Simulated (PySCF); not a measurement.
PySCF 2.14 output of an unrestricted TPSS calculation on a single atom or ion in def2-TZVP with the def2 core potential (28 electrons) (6s4p3d1f, 40 functions), with a scalar-relativistic core potential:

```
SCF conv_tol = 1e-09
number electrons alpha = 9  beta = 9
    J. Tao, J. P. Perdew, V. N. Staroverov, and G. E. Scuseria.,  Phys. Rev. Lett. 91, 146401 (2003)
    J. P. Perdew, J. Tao, V. N. Staroverov, and G. E. Scuseria.,  J. Chem. Phys. 120, 6898 (2004)
    J. Tao, J. P. Perdew, V. N. Staroverov, and G. E. Scuseria.,  Phys. Rev. Lett. 91, 146401 (2003)
    J. P. Perdew, J. Tao, V. N. Staroverov, and G. E. Scuseria.,  J. Chem. Phys. 120, 6898 (2004)
cycle= 1 E= -127.802748972834  delta_E= 0.00412  |g|= 0.196  |ddm|= 0.239
cycle= 2 E= -127.766981018338  delta_E= 0.0358  |g|= 0.399  |ddm|= 0.298
cycle= 3 E= -127.815392135827  delta_E= -0.0484  |g|= 0.0137  |ddm|= 0.189
cycle= 4 E= -127.815460315707  delta_E= -6.82e-05  |g|= 0.000779  |ddm|= 0.0083
cycle= 5 E= -127.815460515375  delta_E= -2e-07  |g|= 2.02e-05  |ddm|= 0.000435
cycle= 6 E= -127.815460515516  delta_E= -1.41e-10  |g|= 3.99e-07  |ddm|= 1.17e-05
converged SCF energy = -127.815460515516  <S^2> = -8.8817842e-15  2S+1 = 1
```

The run itself started from symmetry-adapted Hartree-Fock orbitals and held the occupation by maximum overlap, on a logarithmic radial grid, so the iterations belong to that start.

Question: Which element, charge and spin multiplicity is this?

Answer: Pd (palladium, neutral), multiplicity 1; the state was [Kr] 4d10, closed-shell 1S.

Energies and moments cover only the electrons outside the core potential.
